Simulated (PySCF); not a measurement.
Electron correlation in Si²⁺ (silicon, charge +2)

[Ne] 3s2, closed-shell 1S. All numbers are calculated (PySCF 2.14, scalar relativity by spin-free X2C-1e, in aug-cc-pCVTZ-DK (8s7p5d3f, 75 functions)). Frozen: [Ne]; 2 electrons correlated.

With two correlated electrons CCSD is exact within the correlated space (frozen core and kept virtual orbitals).

| level | correlation energy (mhartree) |
| --- | --- |
| CCSD | -44.80 |

Diagnostics: T1 = 0.0060, D1 = 0.0085, largest double amplitude 0.115.

Cost of the coupled-cluster step: roughly 2.2 core-seconds, for 2 correlated electrons.

Iterations:

```
CC2 = 0
CCSD nocc = 1, nmo = 70
frozen orbitals [0, 1, 2, 3, 4]
max_cycle = 100
direct = 0
conv_tol = 1e-08
conv_tol_normt = 1e-06
diis_space = 8
diis_start_cycle = 0
Init t2, MP2 energy = -288.629803432831  E_corr(MP2) -0.0320695980058677
Init E_corr(CCSD) = -0.0320695980089481
cycle = 1  E_corr(CCSD) = -0.0395791565904094  dE = -0.00750955858  norm(t1,t2) = 0.0453894
cycle = 2  E_corr(CCSD) = -0.0424637331566842  dE = -0.00288457657  norm(t1,t2) = 0.0203204
cycle = 3  E_corr(CCSD) = -0.0448105439793399  dE = -0.00234681082  norm(t1,t2) = 0.0095181
cycle = 4  E_corr(CCSD) = -0.0447969128525358  dE = 1.36311268e-05  norm(t1,t2) = 0.000436416
cycle = 5  E_corr(CCSD) = -0.0448041788139299  dE = -7.26596139e-06  norm(t1,t2) = 2.81924e-05
cycle = 6  E_corr(CCSD) = -0.0448020885830764  dE = 2.09023085e-06  norm(t1,t2) = 7.00257e-06
cycle = 7  E_corr(CCSD) = -0.0448023111415629  dE = -2.22558486e-07  norm(t1,t2) = 1.04689e-06
cycle = 8  E_corr(CCSD) = -0.0448023248008575  dE = -1.36592946e-08  norm(t1,t2) = 9.59674e-08
cycle = 9  E_corr(CCSD) = -0.0448023203790814  dE = 4.42177607e-09  norm(t1,t2) = 2.40672e-08
CCSD converged
E(CCSD) = -288.6425361552045  E_corr = -0.0448023203790814
```
